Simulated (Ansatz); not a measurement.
A run for Ansatz (a first-principles code): R-PBE/def2-TZVPPD on GeH4 (SMILES [GeH4]) with ghost functions, monomers drawn apart or pushed together. Files ending in .json are basis or fitting sets from the Basis Set Exchange.

Ansatz 0.2 input:
```yaml
crystal:
  periodic: [false, false, false]
  atoms:
    - {symbol: Ge, position_ang: [-0.01465327, 0.28252685, 3.43544507]}
    - {symbol: H, position_ang: [-0.01801906, 1.63280781, 2.70626572]}
    - {symbol: H, position_ang: [1.23313599, -0.51843877, 3.03773908]}
    - {symbol: H, position_ang: [-1.27699701, -0.50884986, 3.06756513]}
    - {symbol: H, position_ang: [0.00717781, 0.52580563, 4.95496706]}
basis:
  gaussian:
    orbitals: def2-TZVPPD.json
    ghost_atoms:
      - {symbol: C, position_ang: [0.37314402, 0.25876232, 0.06213617]}
      - {symbol: C, position_ang: [-0.34393599, -0.83910783, 0.24960452]}
      - {symbol: H, position_ang: [-0.07468209, 1.17791070, -0.29574088]}
      - {symbol: H, position_ang: [1.43727313, 0.28469253, 0.26315393]}
      - {symbol: H, position_ang: [0.10391927, -1.75658241, 0.61181444]}
      - {symbol: H, position_ang: [-1.40888836, -0.86497179, 0.05307955]}
hamiltonian:
  xc: {name: PBE}
scf: {lower_state_search: off}
```

It printed:

```
WARN ansatz: RAYON_NUM_THREADS=1 ignored (pool sized by the plan → 1); use --threads N
Functional definition: PBE
these checks for a lower state are left out or cut short: stability, starts, cluster_reference, orbital_swaps, neighbouring_geometries, increment
integrals: 0.18 GiB planned
1129 factors; their error is unknown
mean field: 1.32 GiB planned
mean field evaluation 1: about -56573.2157 eV, gradient 2.5e1 eV
mean field evaluation 2: about -56573.5979 eV, gradient 2.8e1 eV
mean field evaluation 4: about -56574.0798 eV, gradient 5.9e-1 eV
mean field evaluation 8: about -56574.0730 eV, gradient 1.9e-3 eV
mean field -56574.07298876 eV, -2079.0588350531 hartree, gradient 7.7e-6 eV, S^2 0.000000; 0 other end points of the search recorded, 0 dependent functions left out
reference -56574.07303022 eV, -2079.0588365767 hartree; 18, 18 occupied and 246, 246 virtual orbitals, 1129 factors
Total energy: -56574.07303022 eV, -2079.0588365767 hartree
Checks for a lower state left out: stability, starts, cluster_reference, orbital_swaps, neighbouring_geometries, increment
```

The run converged.

Cost: very roughly 3 core-seconds.
